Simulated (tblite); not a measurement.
Compound: C7H9FNP.
Atom-mapped SMILES: `[CH3:1][N:2]([CH3:3])[c:4]1[cH:5][cH:6][p:7][c:8]([F:9])[cH:10]1` (hydrogens: H11, H12, H13 on C1; H14, H15, H16 on C3; H17 on C5; H18 on C6; H19 on C10)

Computed with GFN2-xTB (tblite), gas phase: L-BFGS steps from a force-field or distance-geometry start until the largest atomic force falls under 0.01 eV/Å.

At the end of the run (lengths in Å): C6–P7 1.736, P7–C8 1.740, N2–C4 1.368, C8–C10 1.372, C6–H18 1.083, C4–C5 1.406, C5–C6 1.373, P7–C8–C10 128.9°, C5–C6–P7 127.9°, C4–C5–C6 124.5°, P7–C8–F9 115.5°, C1–N2–C4–C5 -172°, H11–C1–N2–C3 106°.

Question: These geometries were met on the way; a selection of coordinates is given. Order them by energy above the end point, lowest first.
A. C6–P7 1.780, P7–C8 1.784, N2–C4 1.391, C8–C10 1.383, C6–H18 1.110, C4–C5 1.431, C5–C6 1.381, P7–C8–C10 125.8°, C5–C6–P7 125.8°, C4–C5–C6 126.1°, P7–C8–F9 118.5°, C1–N2–C4–C5 -168°, H11–C1–N2–C3 110°
B. C6–P7 1.740, P7–C8 1.748, N2–C4 1.392, C8–C10 1.381, C6–H18 1.111, C4–C5 1.423, C5–C6 1.384, P7–C8–C10 126.5°, C5–C6–P7 126.2°, C4–C5–C6 125.2°, P7–C8–F9 118.8°, C1–N2–C4–C5 -168°, H11–C1–N2–C3 110°
C. C6–P7 1.729, P7–C8 1.733, N2–C4 1.377, C8–C10 1.370, C6–H18 1.079, C4–C5 1.406, C5–C6 1.371, P7–C8–C10 127.9°, C5–C6–P7 127.0°, C4–C5–C6 124.9°, P7–C8–F9 116.6°, C1–N2–C4–C5 -169°, H11–C1–N2–C3 109°
D. C6–P7 1.728, P7–C8 1.735, N2–C4 1.387, C8–C10 1.372, C6–H18 1.098, C4–C5 1.416, C5–C6 1.376, P7–C8–C10 127.1°, C5–C6–P7 126.5°, C4–C5–C6 125.1°, P7–C8–F9 118.0°, C1–N2–C4–C5 -169°, H11–C1–N2–C3 110°
E. C6–P7 1.827, P7–C8 1.819, N2–C4 1.403, C8–C10 1.405, C6–H18 1.084, C4–C5 1.407, C5–C6 1.397, P7–C8–C10 124.7°, C5–C6–P7 124.0°, C4–C5–C6 127.8°, P7–C8–F9 118.5°, C1–N2–C4–C5 -168°, H11–C1–N2–C3 109°

Answer: C (0.029 eV), D (0.072 eV), B (0.126 eV), A (0.206 eV), E (0.384 eV).

```csv
step,E above end (eV),"rms distance from the end, all atoms (Å)",largest force (eV/Å),rms shift of all bonds from the end (Å)
4,0.029,0.048,0.518,0.005
3,0.072,0.054,0.682,0.009
2,0.126,0.060,0.922,0.013
1,0.206,0.067,1.073,0.020
0,0.384,0.074,2.292,0.032
```

Rows stand in the order of the answer.
